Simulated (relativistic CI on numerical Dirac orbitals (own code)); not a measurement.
Tl: calculation against measurement

Calculated at this level of theory: Dirac-Coulomb-Breit CI, separate exchange-only KLI orbitals for each configuration, model QED, valence Slater integrals scaled by 0.85, P86 correlation estimate, and configurations built on the next ion tied to the tabulated ionisation energy (semi-empirical) (own radial code, finite nucleus).

Configurations in the expansion (outside the closed core [Xe] 4f14 5d10): 6s2 6p, 6s2 7s, 6s2 7p, 6s2 6d, 6s2 8s, 6s2 8p, 6s2 7d, 6s2 6f, 6s2 7f, 6s 6p2, 6s2 5f, 6s2 8d, 6s2 5g, 6s2 8f. Levels of other configurations are missing.

```tsv
Configuration	Term (tabulated)	J	Measured (cm⁻¹)	Computed	Error	Purity (%)
6s2 6p	2P°	1/2	0.0	0	0	100
6s2 6p	2P°	3/2	7792.7	7799	7	100
6s2 7s	2S	1/2	26477.5	25463	-1014	100
6s2 7p	2P°	1/2	34159.9	32975	-1185	100
6s2 7p	2P°	3/2	35161.1	33944	-1217	100
6s2 6d	2D	3/2	36117.9	34879	-1239	99
6s2 6d	2D	5/2	36199.9	34861	-1339	98
6s2 8s	2S	1/2	38745.9	37997	-749	93
6s2 8p	2P°	1/2	41368.1	40659	-709	100
6s2 8p	2P°	3/2	41740.8	41034	-707	100
6s2 7d	2D	3/2	42011.4	41331	-680	94
6s2 7d	2D	5/2	42049.0	41346	-703	98
```

Measured levels from NIST Handbook of Basic Atomic Spectroscopic Data (Sansonetti and Martin, J. Phys. Chem. Ref. Data 34, 1559 (2005)); pairs were made by configuration, J and term (by order where the table uses no LS term), so strongly mixed levels may be paired wrongly.

Mean error by configuration (cm⁻¹): 6s2 6p 7; 6s2 7s -1014; 6s2 7p -1201; 6s2 6d -1289; 6s2 8s -749; 6s2 8p -708; 6s2 7d -692. Over the excited levels the mean absolute error is 868 cm⁻¹ (11 of the 11 excited levels that our extract of the source holds in range could be paired), and the median relative error of those above 1,000 cm⁻¹ is 1.9 %.

Transition probabilities of persistent lines. The last column rescales the computed rate by the cube of measured over computed energy:

| λ measured (Å) | Lower | Upper | A tabulated (s⁻¹) | A computed | A rescaled |
| --- | --- | --- | --- | --- | --- |
| 2379.69 air | 6s2 6p 2P°_1/2 | 6s2 7d 2D_3/2 | 4.40e+07 | 3.81e+07 | 4.00e+07 |
| 2580.14 air | 6s2 6p 2P°_1/2 | 6s2 8s 2S_1/2 | 1.80e+07 | 1.48e+07 | 1.57e+07 |
| 2767.87 air | 6s2 6p 2P°_1/2 | 6s2 6d 2D_3/2 | 1.26e+08 | 1.14e+08 | 1.27e+08 |
| 2918.32 air | 6s2 6p 2P°_3/2 | 6s2 7d 2D_5/2 | 4.20e+07 | 3.63e+07 | 3.86e+07 |
| 3229.75 air | 6s2 6p 2P°_3/2 | 6s2 8s 2S_1/2 | 1.73e+07 | 2.17e+07 | 2.33e+07 |
| 3519.24 air | 6s2 6p 2P°_3/2 | 6s2 6d 2D_5/2 | 1.24e+08 | 1.15e+08 | 1.33e+08 |
| 3529.43 air | 6s2 6p 2P°_3/2 | 6s2 6d 2D_3/2 | 2.20e+07 | 2.04e+07 | 2.34e+07 |
| 3775.72 air | 6s2 6p 2P°_1/2 | 6s2 7s 2S_1/2 | 6.25e+07 | 6.14e+07 | 6.90e+07 |
| 5350.46 air | 6s2 6p 2P°_3/2 | 6s2 7s 2S_1/2 | 7.95e+07 | 7.31e+07 | 8.65e+07 |
